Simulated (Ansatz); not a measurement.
System: prop-2-enylboronic acid, C3H7BO2, net charge 0, singlet state. 
Coordinates optimised at B3LYP-D3(BJ)/def2-TZVP (Ansatz, an electronic-structure program):
```xyz
13

C      2.5207    -0.6129    -0.3065
C      1.2751    -0.9286     0.0272
C      0.3578    -0.0732     0.8494
B     -0.9376     0.3733     0.0648
O     -1.6440    -0.5874    -0.6126
O     -1.3018     1.6934     0.1102
H      3.1258    -1.2686    -0.9195
H      2.9797     0.3128     0.0229
H      0.8545    -1.8639    -0.3305
H      0.8859     0.8020     1.2315
H      0.0180    -0.6485     1.7217
H     -2.4265    -0.2892    -1.0861
H     -2.1052     1.9291    -0.3649
```

Quantity: atomisation energy (electronic, to ground-state atoms), in eV. Cores are frozen in the correlated levels unless marked. Open shells are spin-unrestricted. No spin-orbit coupling. Non-relativistic. The coupled-cluster limit lacks core correlation, which all-electron functionals hold. CBS marks a two-point X^-3 extrapolation of the correlation energy; Hartree-Fock from the larger set.

```csv
level,program,atomisation energy (eV),minus last row
HF/aug-cc-pVDZ,Ansatz,42.05,-15.54
HF/cc-pVQZ,Ansatz,42.82,-14.77
PBE0-D4/def2-TZVPD,Ansatz + dftd4,57.84,0.25
PBE0/def2-QZVPP,Ansatz,57.76,0.17
wB97X/def2-TZVPD,Ansatz,57.40,-0.19
B2PLYP/def2-TZVPD,Ansatz,57.00,-0.59
"RI-MP2/CBS(aug-cc-pVTZ,aug-cc-pVQZ)",Ansatz,58.94,1.35
SCS-MP2/STO-3G,Ansatz,55.40,-2.19
SCS-MP2/6-31G*,Ansatz,53.20,-4.39
"CCSD(T)/CBS(cc-pVTZ,cc-pVQZ)",Ansatz,57.59,0.00
```
